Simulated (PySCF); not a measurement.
# Iodine: a sound run and one with changed settings

Sound run: I [Kr] 4d10 5s2 5p5, I⁺ [Kr] 4d10 5s2 5p4. Computed with PySCF 2.14 in aug-cc-pVDZ-PP with ECP28MDF, with a scalar-relativistic core potential. The sound run starts from symmetry-adapted Hartree-Fock orbitals and uses a fine grid where one is needed.

A second run was set up differently.

```csv
species,method,sound run (hartree),changed run (hartree),converged
I,UHF,-294.65373,-294.65329,no
I,LDA,-295.25653,-295.25598,no
I,B3LYP,-295.77415,-295.77399,no
I⁺,UHF,-294.30127,-294.29951,no
I⁺,LDA,-294.85932,-294.85410,no
I⁺,B3LYP,-295.38268,-295.37927,no
```

Q: What was changed?
A. too few SCF iterations
B. angular grid far too coarse
C. all electrons correlated in a valence basis
D. level shift left on

A: A. It used initial guess atom, at most 2 SCF cycles. The SCF was stopped early; the energies are upper bounds that still move, and correlated levels were skipped or rest on poor orbitals.
